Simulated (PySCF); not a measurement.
F₄Te, charge +1, multiplicity 2. Atoms are numbered in the order given.

```xyz
5

Te     0.0000     0.0000    -0.1841
F     -1.4153     0.0000     1.0341
F      0.0000    -1.9131    -0.5022
F      1.4153     0.0000     1.0341
F      0.0000     1.9131    -0.5022
```
Charge +1, spin multiplicity 2.

Geometry: B3LYP-D3(BJ)/def2-SVP. The multiplicity is an assumed one; other spin states were not compared. The isomer is the one that the SMILES or the coordinates give; other isomers of the formula were not compared. The def2 effective core potentials stand for the cores of Te; spin–orbit coupling is left out.

These are PBE/def2-TZVP in PySCF values and carry that method's errors.

ESP charges are fitted to the potential on shells at 1.4 to 2.0 van der Waals radii. Atomic charges (e):

| atom | ESP fit | Mulliken | Löwdin | Mulliken spin |
|---|---|---|---|---|
| Te1 | 1.41 | 1.63 | 1.42 | 0.29 |
| F2 | -0.11 | -0.17 | -0.10 | 0.06 |
| F3 | -0.09 | -0.15 | -0.11 | 0.30 |
| F4 | -0.11 | -0.17 | -0.10 | 0.06 |
| F5 | -0.09 | -0.15 | -0.11 | 0.30 |

### Question
Give the Mayer and Wiberg (Löwdin basis) orders of the bonds. (An estimate is asked for; the answer gives what the named calculation found.)

### Answer

```csv
bond,Mayer,Wiberg
Te1–F2,1.12,1.50
Te1–F3,1.00,1.39
Te1–F4,1.12,1.50
Te1–F5,1.00,1.39
```
